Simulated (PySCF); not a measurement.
C5H7FO, SMILES O([C@]1(F)C=CC1)C. Atoms are numbered in the order given.

```xyz
14

C      1.9825    -0.3722    -0.5861
O      1.2320     0.5866     0.1194
C     -0.1174     0.3336     0.2888
F     -0.5339     1.2716     1.1899
C     -0.5940    -1.0815     0.6048
C     -1.3755    -1.1334    -0.4858
C     -1.0388     0.2646    -0.9830
H      3.0110     0.0096    -0.6434
H      1.9940    -1.3519    -0.0755
H      1.6102    -0.5264    -1.6161
H     -0.3858    -1.7660     1.4301
H     -2.0429    -1.9015    -0.8844
H     -1.8605     0.9973    -0.9553
H     -0.5189     0.3353    -1.9524
```
Charge 0, spin multiplicity 1.

Geometry: B3LYP-D3(BJ)/def2-SVP. The structure was generated by enumeration; whether it is a known compound was not checked. Other conformers were not sampled.

The numbers are results of PBE/pcSseg-1 (PySCF), not measurements.

GIAO shieldings, no solvent; atoms listed in one row are averaged. δ = σ(ref) − σ: ¹³C against TMS (σ = 182.0 ppm); ¹⁷O against H2O (σ = 334.3 ppm); ¹⁹F against CFCl3 (σ = 133.6 ppm); ¹H against TMS (σ = 31.49 ppm), references at their B3LYP-D3(BJ)/def2-TZVP geometries, non-relativistic.

Computed chemical shifts:
| nucleus | atoms | count | δ (ppm) |
|---|---|---|---|
| ¹³C | C6 | 1 | 151.7 |
| ¹³C | C5 | 1 | 150.2 |
| ¹³C | C3 | 1 | 123.9 |
| ¹³C | C1 | 1 | 56.2 |
| ¹³C | C7 | 1 | 48.6 |
| ¹⁷O | O2 | 1 | 79.4 |
| ¹⁹F | F4 | 1 | -149.3 |
| ¹H | H12 | 1 | 6.99 |
| ¹H | H11 | 1 | 6.78 |
| ¹H | H8, H9, H10 | 3 | 3.73 |
| ¹H | H14 | 1 | 3.54 |
| ¹H | H13 | 1 | 3.18 |
